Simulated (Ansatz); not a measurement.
`BC(Cl)I`. Total charge 0; spin multiplicity 1. Correlated methods include outer-core shells of I, which these sets cover unevenly. I: def2 effective core potential.

```xyz
7

B    -0.333    0.686   -0.477
C     0.290   -0.239    0.593
Cl   -0.666   -0.984    1.829
I     0.524   -1.501   -1.238
H     0.386    1.478   -1.006
H    -1.513    0.676   -0.635
H     1.312   -0.115    0.934
```

Q: Give the diagnostics of a CCSD(T)/def2-TZVPP run (frozen core, Ansatz). (An estimate is asked.)

A: The calculation gave: T1 = 0.0108, largest single amplitude 0.023, largest double 0.050, (T) share of the correlation energy 3.4 %, 10 CCSD cycles. The RHF solution is stable towards an unrestricted one. T1 lies under the customary mark of 0.02 for closed shells.
